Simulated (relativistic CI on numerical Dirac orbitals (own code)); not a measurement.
Eu59+: sensitivity of the levels to the model

Base calculation: Dirac-Coulomb-Breit CI, KLI orbitals optimised for each configuration, QED by a radiative potential, unscaled Slater integrals.

Configuration list (outside the closed core 1s2): 2s2, 2s 2p, 2p2, 2p 3s, 2p 3p, 2s 3s, 2s 3p, 2s 3d, 2s 4s, 2s 4p, 2s 4d, 2s 4f, 3s2, 3s 3p, 3p2. Levels of other configurations are missing.

Variants: (1) P86 correlation estimate; (2) one mean potential for all configurations. Shifts of the energy above 2s2 1S_0, in eV, for the lowest level and the first level of each name with at least 55 % of one term (blank where a level changes its place among those of its configuration and J or its character, or is not in the variant):

```csv
Level,Base,Δ(1),Δ(2)
2s2 1S_0,0.00,0.00,0.00
2s 2p 3P°_0,131.61,-0.01,+0.09
2s 2p 3P°_1,160.09,-0.01,+0.09
2p2 3P_0,377.54,-0.16,+0.40
2s 2p 3P°_2,850.46,-0.01,+0.09
2s 2p 1P°_1,926.24,-0.01,+0.08
2p2 3P_1,1060.83,-0.17,+0.34
2p2 1D_2,1078.20,-0.17,+0.33
2p2 3P_2,1790.17,-0.17,+0.25
2p2 1S_0,1847.44,-0.17,+0.26
2s 3s 3S_1,7615.84,+0.91,-0.11
2s 3s 1S_0,7642.65,+0.91,-0.09
2s 3p 3P°_0,7679.23,+1.06,-0.08
2s 3p 3P°_1,7680.05,+1.06,-0.09
2p 3s 3P°_0,7781.79,+0.40,-0.02
2p 3s 3P°_1,7781.82,+0.42,-0.03
2p 3p 3D_1,7819.69,+0.62,+0.01
2p 3p 3P_0,7863.22,+0.61,+0.28
2s 3p 3P°_2,7891.00,+1.06,-0.09
2s 3p 1P°_1,7899.20,+1.04,-0.07
2s 3d 3D_1,7920.72,+1.11,-0.16
2s 3d 3D_2,7924.64,+1.11,-0.15
```

At this charge energies of transitions that change n are usually good to better than 1 %, and those within a shell (Δn = 0) to a few per cent.

Ionisation energy from the two ground configurations alone: base 13461.9 eV. The NIST ASD value (theoretical) is 13462 eV.

LS names give the leading component of a level, which can be under half, so a name can repeat, a term be missing and a line seem to break the LS rules.
